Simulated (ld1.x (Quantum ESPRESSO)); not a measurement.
**Which setting gave this result? (Nb, TM)**

Base potential:

* Element: niobium (Nb)
* Generator: ld1.x (Quantum ESPRESSO) 7.5
* Type: norm-conserving Troullier–Martins (Kleinman–Bylander form)
* Functional: LDA (PZ)
* Relativity: scalar-relativistic
* Frozen core: [Ar] 3d10 4s2
* Valence charge: 11
* Reference configuration: 4p6 4d4 5s1 5p0
* Partial waves: 5s (bound): rc 3.30 bohr; 4d (bound): rc 1.70 bohr; 4p (bound): rc 1.20 bohr
* Local potential: the p channel
* Core correction: none

Cutoffs, loose and tight: the cutoffs (Ry, on a coarse ladder) from which the occupation-weighted sum of valence levels, in a spherical-Bessel basis at the reference potential, stays within 10 and 1 mRy of its value at 400 Ry. They do not see the model core or the augmentation charge, which bear on the density cutoff. Test errors are all-electron minus pseudo excitation energies from the reference, over the configurations 4p6 4d4 5s0 5p0; 4p6 4d3 5s0 5p0; 4p6 4d2 5s0 5p0; 4p6 4d3 5s1 5p0; 4p6 4d4 5s0 5p1; 4p6 4d4.5 5s0.5 5p0; 4p5 4d4 5s1 5p0 (two spin-polarised tests are not counted in the largest error); variants that change the core or the reference have their own tests. The largest error is taken over the tests solved by every variant that gives reliable tests at all, those not shown here included: 4p6 4d2 5s0 5p0; 4p6 4d3 5s0 5p0; 4p6 4d3 5s1 5p0; 4p6 4d4 5s0 5p0; 4p6 4d4 5s0 5p1; 4p6 4d4.5 5s0.5 5p0.

Only the p radius is moved (1 further runs of the sweep failed or gave no value and are left out):

```json
{"p radius (bohr)": "0.98", "cutoff, loose": "180 Ry", "cutoff, tight": "300 Ry", "bound ghosts": "s", "largest test error (meV)": "+55"}
{"p radius (bohr)": "1.4", "cutoff, loose": "55 Ry", "cutoff, tight": "100 Ry", "bound ghosts": "s", "largest test error (meV)": "+55"}
{"p radius (bohr)": "1.54", "cutoff, loose": "45 Ry", "cutoff, tight": "90 Ry", "bound ghosts": "s", "largest test error (meV)": "+58"}
{"p radius (bohr)": "1.8", "cutoff, loose": "40 Ry", "cutoff, tight": "50 Ry", "bound ghosts": "s", "largest test error (meV)": "+69"}
```

One more run gave cutoff, loose: 70 Ry; cutoff, tight: 120 Ry; bound ghosts: s; largest test error (meV): +53. Which value of the p radius was used?

1.22 bohr. The loose cutoff moves one way along this sweep, from 180 Ry at 0.98 to 40 Ry at 1.8 bohr, which places the run between 0.98 and 1.4 bohr.
